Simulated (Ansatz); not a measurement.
Reaction (formal exchange of groups at the In–C bond): `C=[C]([SiH3])[InH2]` + `CBr` → `[Br][InH2]` + `C=C(C)[SiH3]`

Gas-phase electronic energies from Ansatz, PBE0-D4/def2-TZVP geometries. CCSD(T)/CBS is the MP2 limit (def2-TZVPP, def2-QZVPP) plus CCSD(T) − MP2 in def2-TZVPP, frozen cores. Functionals use def2-TZVPP. Elements past krypton have def2 core potentials. For Br, In outer-core shells are correlated without core-valence functions, which leaves a few kJ/mol of doubt a bond. Scalar relativity is left out up to krypton.

CCSD(T)/CBS gives -179.7 kJ/mol.

Q: Another level gave -183.3 kJ/mol. Which?
A. ωB97M-V/def2-TZVPP
B. revPBE-D4/def2-TZVPP
C. r2SCAN0/def2-TZVPP
D. PBE0/def2-TZVPP

A: A. ωB97M-V -183.3, r2SCAN0 -192.8, PBE0 -187.3, revPBE-D4 -177.4 kJ/mol.

Largest T1 diagnostic among the species: 0.014.

Leaving LDA and LC-ωPBE aside and taking each functional with its dispersion term where it has one, the values, not all of them listed here, spread over 16.1 kJ/mol, from r2SCAN0-D4 to BLYP-D4. LDA lies −7.0 kJ/mol from PBE without D4. At CCSD(T), def2-SVP lies −16.5 kJ/mol from the extrapolated value and def2-TZVPP +5.8 kJ/mol. From PBE to PBE0 (25 % exact exchange), in def2-TZVPP and without D4, ΔE moves by −7.1 kJ/mol.
